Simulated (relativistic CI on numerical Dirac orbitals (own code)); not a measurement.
**Radial parameters of Rh¹⁵⁺**

Calculated at this level of theory: Dirac-Coulomb-Breit CI, separate exchange-only KLI orbitals for each configuration, model QED (radiative potential, 1s self-energy scaled to tabulated hydrogen-like ionisation energies), unscaled Slater integrals (own radial code, finite nucleus).

Slater integrals F^k, G^k are unscaled and averaged over j, outside the closed core [Ar] 3d10; ζ comes from projecting the Hamiltonian with its Breit term on Σ l·s of the shell.

- 4s 4p: G^1(4s,4p) = 153140, ζ(4p) = 31571 cm⁻¹; <r>(4s) = 0.8592, <r^2>(4s) = 0.8277, <r>(4p) = 0.8954, <r^2>(4p) = 0.9036 (bohr units).
- 4p2: F^2(4p,4p) = 116140, ζ(4p) = 31501 cm⁻¹; <r>(4p) = 0.8964, <r^2>(4p) = 0.9055 (bohr units).
- 4s 4d: G^2(4s,4d) = 108790, ζ(4d) = 3271.3 cm⁻¹; <r>(4s) = 0.8594, <r^2>(4s) = 0.8281, <r>(4d) = 0.9533, <r^2>(4d) = 1.035 (bohr units).

Averages of the first 10 configurations, taken without configuration mixing, which lowers the lowest level and can move excited configurations by several eV; other configurations of the list can lie among them:

| Configuration | Parity | States | Average energy above the lowest level (eV) |
| --- | --- | --- | --- |
| 4s2 | even | 1 | 1.6 |
| 4s 4p | odd | 12 | 36.9 |
| 4p2 | even | 15 | 77.5 |
| 4s 4d | even | 20 | 97.6 |
| 4d2 | even | 45 | 195.9 |
| 4s 4f | odd | 28 | 156.5 |
| 4p 4d | odd | 60 | 135.9 |
| 4f2 | even | 91 | 313.0 |
| 4p 4f | even | 84 | 195.1 |
| 4s 5s | even | 4 | 172.5 |
